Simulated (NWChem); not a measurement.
System: C$_{2}$H$_{6}$SZn; SMILES [Zn]([S]C)[CH3]

Output (shortened):

```
             Northwest Computational Chemistry Package (NWChem) 7.3.0
             --------------------------------------------------------

 C1  symmetry detected

                             Geometry "geometry" -> ""
                             -------------------------

 Output coordinates in angstroms (scale by  1.889725989 to convert to a.u.)

  No.       Tag          Charge          X              Y              Z
 ---- ---------------- ---------- -------------- -------------- --------------
    1 Zn                  30.0000     0.11320924    -0.66260807     0.00021199
    2 C                    6.0000    -0.30801543    -2.55662138     0.00009776
    3 H                    1.0000     0.42699173    -3.12299802    -0.59356785
    4 H                    1.0000    -1.30317832    -2.74005024    -0.43534501
    5 H                    1.0000    -0.30556977    -2.96633440     1.02239588
    6 S                   16.0000     0.62481048     1.46541481    -0.00007596
    7 C                    6.0000    -1.03921858     2.22578769     0.00000653
    8 H                    1.0000    -1.61456216     1.97426714    -0.90255385
    9 H                    1.0000    -0.89014351     3.31481838     0.01147905
   10 H                    1.0000    -1.62337885     1.95690428     0.89182175

 Effective nuclear repulsion energy (a.u.)     311.5094229692

  xc_inp: hfexch multiplicative factor not found.

                                 NWChem DFT Module
                                 -----------------

 Summary of "ao basis" -> "ao basis" (spherical)
 ------------------------------------------------------------------------------
       Tag                 Description            Shells   Functions and Types
 ---------------- ------------------------------  ------  ---------------------
 Zn                         def2-svp                11       31   5s3p2d1f
 C                          def2-svp                 6       14   3s2p1d
 H                          def2-svp                 3        5   2s1p
 S                          def2-svp                 8       18   4s3p1d

            General Information
            -------------------
          SCF calculation type: DFT
          Wavefunction type:  closed shell.
          No. of atoms     :    10
          No. of electrons :    64
           Alpha electrons :    32
            Beta electrons :    32
          Charge           :     0
          Spin multiplicity:     1
          Use of symmetry is: off; symmetry adaption is: off
          Maximum number of iterations: 150
          AO basis - number of functions:   107
                     number of shells:    49
          Convergence on energy requested:  1.00D-06
          Convergence on density requested:  1.00D-05
          Convergence on gradient requested:  5.00D-04

              XC Information
              --------------
                     Hartree-Fock (Exact) Exchange  1.000

      Superposition of Atomic Density Guess
      -------------------------------------

 Sum of atomic energies:       -2253.15409348

      Non-variational initial energy
      ------------------------------

 Total energy =   -2254.851653
 1-e energy   =   -3757.913017
 2-e energy   =    1191.551941
 HOMO         =      -0.284811
 LUMO         =      -0.003705

     ---------------------------------------------
      Total Density - Mulliken Population Analysis
     ---------------------------------------------

    Atom       Charge   Shell Charges
 -----------   ------   -------------------------------------------------------
    1 Zn  30    29.16   2.00  2.00  2.00  0.74  0.14  6.00  5.99  0.32  8.03  1.94  0.00
    2 C    6     6.71   1.99  0.96  0.29  2.10  1.35  0.01
    3 H    1     0.89   0.66  0.20  0.03
    4 H    1     0.89   0.66  0.20  0.03
    5 H    1     0.89   0.66  0.20  0.03
    6 S   16    16.60   2.00  1.99  1.21  0.66  5.94  1.83  2.93  0.04
    7 C    6     6.22   1.99  0.94  0.26  1.93  1.08  0.03
    8 H    1     0.89   0.67  0.19  0.02
    9 H    1     0.89   0.67  0.19  0.02
   10 H    1     0.89   0.67  0.19  0.02

   convergence    iter        energy       DeltaE   RMS-Dens  Diis-err
 ---------------- ----- ----------------- --------- --------- ---------
 d= 0,ls=0.0,diis     1  -2254.1054797536 -2.57D+03  5.97D-03  2.61D-01
 d= 0,ls=0.0,diis     2  -2254.1464994649 -4.10D-02  1.56D-03  4.87D-02
 d= 0,ls=0.0,diis     3  -2254.1519247718 -5.43D-03  8.15D-04  7.76D-03
 d= 0,ls=0.0,diis     4  -2254.1528181157 -8.93D-04  2.26D-04  4.25D-04
 d= 0,ls=0.0,diis     5  -2254.1528897144 -7.16D-05  9.82D-05  2.48D-05
  Resetting Diis
 d= 0,ls=0.0,diis     6  -2254.1528972585 -7.54D-06  2.62D-05  2.17D-06
 d= 0,ls=0.0,diis     7  -2254.1528979683 -7.10D-07  5.50D-06  1.91D-07

         Total DFT energy =    -2254.152897968263
      One electron energy =    -3760.389091690578
           Coulomb energy =     1301.968618321620
    Exchange-Corr. energy =     -107.241847568495
 Nuclear repulsion energy =      311.509422969190

 Numeric. integr. density =        0.000000000000

                       DFT Final Molecular Orbital Analysis
                       ------------------------------------

 Vector   30  Occ=2.000000D+00  E=-4.197829D-01
              MO Center= -4.5D-02, -1.0D+00,  5.9D-04, r^2= 4.5D+00
   Bfn.  Coefficient  Atom+Function         Bfn.  Coefficient  Atom+Function
  ----- ------------  ---------------      ----- ------------  ---------------
     4      0.438201   1 Zn s                36      0.343048   2 C  py
     3     -0.262673   1 Zn s                39      0.237935   2 C  py
    71     -0.209456   6 S  px               68     -0.155778   6 S  px
    64     -0.138382   6 S  s                63     -0.131150   6 S  s
    72     -0.130155   6 S  py               82      0.123326   7 C  px

 Vector   31  Occ=2.000000D+00  E=-3.611208D-01
              MO Center=  3.1D-01,  4.9D-01,  6.5D-04, r^2= 4.7D+00
   Bfn.  Coefficient  Atom+Function         Bfn.  Coefficient  Atom+Function
  ----- ------------  ---------------      ----- ------------  ---------------
    72      0.393390   6 S  py               69      0.288485   6 S  py
    13     -0.272845   1 Zn py               71      0.267028   6 S  px
    36      0.245998   2 C  py               68      0.182381   6 S  px
    39      0.166631   2 C  py               66      0.167098   6 S  py
    10      0.139381   1 Zn py               64      0.139373   6 S  s

 Vector   32  Occ=2.000000D+00  E=-3.317288D-01
              MO Center=  4.8D-01,  1.4D+00, -3.9D-04, r^2= 1.9D+00
   Bfn.  Coefficient  Atom+Function         Bfn.  Coefficient  Atom+Function
  ----- ------------  ---------------      ----- ------------  ---------------
    73      0.679126   6 S  pz               70      0.414127   6 S  pz
    67      0.240191   6 S  pz               93      0.118521   8 H  s
   103     -0.116976  10 H  s                14      0.109818   1 Zn pz
    84     -0.102019   7 C  pz               16     -0.071047   1 Zn d -1
    94      0.065583   8 H  s               104     -0.064440  10 H  s

 Vector   33  Occ=0.000000D+00  E= 8.415777D-02
              MO Center=  7.8D-02, -7.5D-01, -8.9D-04, r^2= 7.6D+00
   Bfn.  Coefficient  Atom+Function         Bfn.  Coefficient  Atom+Function
  ----- ------------  ---------------      ----- ------------  ---------------
     5      1.608476   1 Zn s                34     -0.746740   2 C  s
    64     -0.441676   6 S  s                 4     -0.351269   1 Zn s
    81     -0.312941   7 C  s                72      0.259822   6 S  py
    39     -0.168209   2 C  py               36     -0.112504   2 C  py
    85      0.112257   7 C  px               33     -0.108181   2 C  s

 Vector   34  Occ=0.000000D+00  E= 1.482118D-01
              MO Center= -3.5D-01,  7.1D-01,  2.3D-03, r^2= 6.2D+00
   Bfn.  Coefficient  Atom+Function         Bfn.  Coefficient  Atom+Function
  ----- ------------  ---------------      ----- ------------  ---------------
    81      1.842257   7 C  s                99     -0.844328   9 H  s
   104     -0.703646  10 H  s                94     -0.689895   8 H  s
    12      0.654130   1 Zn px               64     -0.385521   6 S  s
     5      0.317947   1 Zn s                71      0.290521   6 S  px
    72     -0.245965   6 S  py               13     -0.214944   1 Zn py

 Vector   35  Occ=0.000000D+00  E= 1.867618D-01
              MO Center= -1.9D-01, -2.6D-01,  1.1D-02, r^2= 4.2D+00
   Bfn.  Coefficient  Atom+Function         Bfn.  Coefficient  Atom+Function
  ----- ------------  ---------------      ----- ------------  ---------------
    14      0.912456   1 Zn pz              104      0.677969  10 H  s
    94     -0.669217   8 H  s                87     -0.527210   7 C  pz
    11     -0.246090   1 Zn pz               57     -0.190927   5 H  s
    73     -0.138364   6 S  pz               56     -0.130226   5 H  s
    40      0.108186   2 C  pz               47      0.107202   3 H  s

     ---------------------------------------------
      Total Density - Mulliken Population Analysis
     ---------------------------------------------

    Atom       Charge   Shell Charges
 -----------   ------   -------------------------------------------------------
    1 Zn  30    29.31   2.00  2.00  2.00  0.75  0.00  6.00  6.00  0.60  8.07  1.89  0.00
    2 C    6     6.45   1.99  0.84  0.33  2.01  1.27  0.02
    3 H    1     0.95   0.73  0.19  0.03
    4 H    1     0.95   0.73  0.19  0.03
    5 H    1     0.95   0.73  0.19  0.03
    6 S   16    16.46   2.00  1.99  1.14  0.76  5.94  1.75  2.83  0.06
    7 C    6     6.11   1.99  0.86  0.27  1.99  0.97  0.04
    8 H    1     0.94   0.75  0.17  0.02
    9 H    1     0.92   0.74  0.15  0.03
   10 H    1     0.94   0.75  0.17  0.02

     -------------------------------------------
      Total Density - Lowdin Population Analysis
     -------------------------------------------

[...]
```

Level: Hartree-Fock/def2-SVP. Coordinates come from a PBE0/def2-SVP optimisation. Not confirmed as a minimum by frequencies.

Task: Reconstruct the input file.

Result: One answer among several that fit: the input that was run:
```
start job
memory heap 200 mb stack 900 mb global 1100 mb
geometry units angstroms noautoz
  Zn     0.066264    -0.696774     0.004048
  C     -0.361033    -2.589426     0.005587
  H      0.372731    -3.158805    -0.586743
  H     -1.356355    -2.770139    -0.430627
  H     -0.360896    -2.998027     1.028333
  S      0.584688     1.429596     0.001940
  C     -1.076893     2.195300    -0.000431
  H     -1.652162     1.944639    -0.903278
  H     -0.924337     3.283859     0.010000
  H     -1.662780     1.929266     0.891106
end
basis spherical
  * library def2-svp
end
dft
  xc hfexch
  iterations 150
  mulliken
end
task dft energy
```
